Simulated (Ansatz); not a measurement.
Mulliken charges of CH4O2SeSi (`O[Si]1([SeH])CO1`) from B3LYP/def2-TZVPP in Ansatz (PBE0-D4/def2-TZVP geometry).

```
atom   x (Å)   y (Å)   z (Å)  charge (e)
  O1  -0.799   1.261   1.370      -0.382
 Si2   0.064   0.402   0.292       0.616
 Se3   2.187   0.941   0.763      -0.136
  C4  -0.496  -1.068  -0.577      -0.160
  O5  -0.459   0.282  -1.256      -0.402
  H6  -1.749   1.303   1.244       0.197
  H7   2.666   0.064  -0.315       0.056
  H8  -1.510  -1.454  -0.497       0.105
  H9   0.186  -1.777  -1.042       0.106
```

Problem. By hand: the dipole of these point charges (1 e Å = 4.8032 D).

Solution. Σ q r = (-0.023, -0.385, 0.215) e Å, of length 0.442 e Å = 2.12 D.

Problem. How does the dipole of the full density compare? (Best estimate.)

Solution. Ansatz gave: (-0.164, -0.221, 0.154) e Å, 1.51 D; the point charges give 1.40 times that, at 29° from its direction.

Point charges leave out the atoms' own dipoles, such as those of lone pairs, and Mulliken's split depends on the basis, so the two needn't agree.

B3LYP here is the variant with VWN-RPA as its local correlation; programs differ in this.
